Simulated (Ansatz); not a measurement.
Geometry optimisation, RKS B3LYP/def2-SVP in Ansatz 0.2.0.

Input:

```yaml
crystal:
  periodic: [false, false, false]
  atoms:
    - { symbol: W, position_ang: [0.0, 0.0, 0.0] }
    - { symbol: O, position_ang: [0.0, 0.0, 1.94] }
    - { symbol: H, position_ang: [-0.9095, -0.2814, 2.2771] }
    - { symbol: O, position_ang: [1.94, 0.0, 0.0] }
    - { symbol: H, position_ang: [2.2771, -0.9519, -0.0197] }
    - { symbol: Cl, position_ang: [0.0, 2.39, 0.0] }
    - { symbol: H, position_ang: [-1.72, 0.0, 0.0] }
    - { symbol: H, position_ang: [0.0, -1.72, 0.0] }
    - { symbol: H, position_ang: [0.0, 0.0, -1.72] }
basis:
  gaussian: { orbitals: def2-SVP }
hamiltonian:
  xc: b3lyp
relax:
  f_tol: 0.02
  max_steps: 40
output:
  orbitals: {}
```

Run as:

```bash
$ ansatz run input.yaml --threads 2 --pin off --max-ram 3072MiB --backend cpu --events-out ev --progress --plain --runs-dir out
```

**Question.** Where does it end, and by what steps?

**Answer.** The run converged. After 8 steps the energy has fallen by 3.318 eV; W1 moved furthest, 0.52 Å.

| step | energy less start (eV) | largest force component (eV/Å) | accepted |
| --- | --- | --- | --- |
| 0 | 0.0000 | 5.252 | yes |
| 1 | -1.4645 | 1.802 | yes |
| 2 | -2.3435 | 2.618 | yes |
| 3 | -3.0495 | 1.137 | yes |
| 4 | -3.1507 | 2.329 | yes |
| 5 | -3.2874 | 0.519 | yes |
| 6 | -3.3058 | 0.500 | yes |
| 7 | -3.3172 | 0.099 | yes |
| 8 | -3.3181 | 0.018 | yes |

```xyz
9
Properties=species:S:1:pos:R:3
W 0.252 0.322 0.313
O -0.362 -0.016 2.067
H -1.048 -0.611 2.400
O 2.021 -0.282 0.043
H 2.375 -0.996 -0.505
Cl -0.169 2.467 -0.464
H -1.339 -0.005 -0.133
H -0.156 -1.290 0.042
H 0.014 -0.153 -1.285
```

Whether the end is a true minimum wasn't checked by a vibrational analysis.

Time of the run: 31 s on 2 threads of AMD EPYC 7R32 (Zen 2) (shared host), peak memory 0.26 GiB.
